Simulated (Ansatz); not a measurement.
`C[O][GaH2]` + NH₃ → `[NH2][GaH2]` + CH₃OH at 700 K and 1 bar (ligand exchange at a Ga–O bond).

Isolated molecules relaxed with PBE0-D4/def2-TZVP in Ansatz; ΔE leaves out vibrations. CCSD(T)/CBS is the MP2 limit (def2-TZVPP, def2-QZVPP) plus CCSD(T) − MP2 in def2-TZVPP, frozen cores. This one scheme is used for every species. For Ga outer-core shells are correlated without core-valence functions, which leaves a few kJ/mol of doubt a bond. Scalar relativity is left out up to krypton.

```tsv
species	CCSD(T)/CBS energy (Eh)	H − E (kJ/mol)	S (J/(mol·K))
`C[O][GaH2]`	-2040.16771	201.4	387.4
NH₃	-56.50880	116.9	226.5
`[NH2][GaH2]`	-1981.05479	148.0	331.7
CH₃OH	-115.61712	170.8	288.5
```

H − E and S are ideal-gas, rigid-rotor, harmonic terms from PBE0-D4/def2-TZVP. 1 Eh = 2625.50 kJ/mol, R = 8.31446 J/(mol·K).

Question: By hand: ΔE, ΔH, ΔS and ΔG.

Answer: ΔE = (-1981.05479) + (-115.61712) − (-2040.16771) − (-56.50880) = 0.00460 Eh = 12.1 kJ/mol. Δ(H − E) = 148.0 + 170.8 − 201.4 − 116.9 = 0.5, so ΔH = 12.6 kJ/mol. ΔS = 331.7 + 288.5 − 387.4 − 226.5 = 6.3 J/(mol·K). ΔG = 12.6 − 700 × (6.3)/1000 = 8.2 kJ/mol.

Question: By hand: the equilibrium constant, and the temperature at which ΔG would vanish if ΔH and ΔS stayed fixed.

Answer: log₁₀ K = −ΔG/(RT ln 10) = -0.6. ΔG = 0 at ΔH/ΔS = 2000 K, though so small a ΔS makes that figure unsure.

TΔS isn't small against ΔH here. A doubt of 5 kJ/mol in ΔE shifts log₁₀ K by 0.4 here. These are equilibria of isolated gas molecules and say nothing of rates. Largest T1 diagnostic: 0.015 (customary marks: 0.02 for closed shells, 0.045 for open ones).
